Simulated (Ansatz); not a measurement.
Basis sets compared for the cluster Ti2O4⁻. Charge -1, multiplicity 2. Geometry PBE-D4/def2-SVPD. Ansatz on 4 threads of Arm Neoverse V2 on a shared host; times are rough, and most runs start from earlier orbitals.

```tsv
atom	x (Å)	y (Å)	z (Å)
Ti1	-0.756	-0.729	-0.852
Ti2	0.756	0.728	0.852
O3	-1.889	-0.405	-2.040
O4	-0.940	-0.056	0.882
O5	0.940	0.054	-0.882
O6	1.889	0.407	2.040
```

At PBE-D4/def2-SVPD, PBE-D4/def2-TZVPD the highest occupied level of the charge -1 doublet lies above zero (up to 0.30 eV). By energy differences its removal costs 1.79 eV (vertical, to the charge 0 singlet, at LC-ωPBE (ω = 0.30 bohr⁻¹)/def2-SVPD). Another isomer (doublet) lies 0.04 eV lower at PBE0-D4/def2-TZVPD.

```json
{"level": "PBE-D4/def2-SVPD", "functions": "160", "energy (Eh)": "-1999.0563", "HOMO (eV)": "0.30", "LUMO (eV)": "0.63", "wall time": "4.6 s"}
{"level": "PBE0-D4/def2-SVPD", "functions": "160", "energy (Eh)": "-1999.0105", "HOMO (eV)": "-0.42", "LUMO (eV)": "0.93", "wall time": "8 s"}
```

(1) Estimate the rows for PBE-D4/def2-TZVPD, PBE0-D4/def2-TZVPD.

Answers

(1) 
| level | functions | energy (Eh) | HOMO (eV) | LUMO (eV) | wall time |
| --- | --- | --- | --- | --- | --- |
| PBE-D4/def2-TZVPD | 256 | -1999.6059 | 0.28 | 0.60 | 8.5 s |
| PBE0-D4/def2-TZVPD | 256 | -1999.5612 | -0.40 | 0.90 | 19 s |
